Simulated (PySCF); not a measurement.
**Spectroscopy problems**

PySCF calculation with σ from GIAO-PBE0/pcSseg-1 and geometry: GFN2-xTB; no solvent, averaged over atoms made equivalent by symmetry, fast rotation or ring inversion, non-relativistic Hamiltonian, one computed conformer.

References, each an isolated molecule treated in the same way: ¹H (31.72 ppm) and ¹³C (186.93 ppm) vs TMS. Splittings of carbon signals by F and P are missing where no couplings were computed. Where no couplings were computed, multiplicities follow the n + 1 count of equivalent neighbours, and m marks all less simple cases (inequivalent or close neighbours, rings, F or P nearby). Shifts are as computed. Against solution values, carbons near 30 ppm lie about +3 ppm off and those near 130 ppm about +5 ppm. Of 1211 compounds with measured shifts, 218 miss one by over three times the rms of a fit or turn the order of signals round; such compounds aren't used in these exercises.

Question: C5H3FN2O. ¹H NMR (400 MHz, computed): δ 4.14 (s, 3H). ¹³C{¹H} NMR (computed): δ 144.5 (C), 143.2 (C), 114.6 (C), 113.8 (C), 59.8 (CH3). Give a structure.

Answer: SMILES O(C)/C(C#N)=C(/F)C#N. Rings plus π bonds: 5 (no ring in the answer). 5 carbon signals for 5 carbons: no two carbons are equivalent. Carbon types of the structure: 4 × C, 1 × CH3, which accounts for all hydrogens. δC 144.5: β carbon of an enol-ether or enamine type C=C. δC 143.2: alkene carbon bearing oxygen; an sp2 carbon further deshielded by the attached heteroatom. δC 114.6, 113.8: nitrile carbon; C≡N carbons fall here, among the sp2 signals but without a proton. δC 59.8: methyl carbon bonded to O; pulled downfield by the heteroatom.

This is the structure that produced the data.

Question: C4H2F2O. ¹H NMR (500 MHz, computed): δ 5.63 (m, 2H). ¹³C{¹H} NMR (computed): δ 157.9 (C), 90.1 (CH). Give a structure.

Answer: `InChI=1S/C4H2F2O/c5-3-1-2-4(6)7-3/h1-2H`. Rings plus π bonds: 3 (1 ring in the answer). 2 carbon signals for 4 carbons: some carbons are equivalent by symmetry or fast rotation. Carbon types of the structure: 2 × C, 2 × CH, which accounts for all hydrogens. δC 157.9: aromatic carbon bearing fluorine; σ withdrawal by the attached heteroatom moves it downfield of the ring CH carbons. δC 90.1: aromatic CH. δH 5.63: hydrogen on an aromatic CH.

The shifts were computed for this structure.
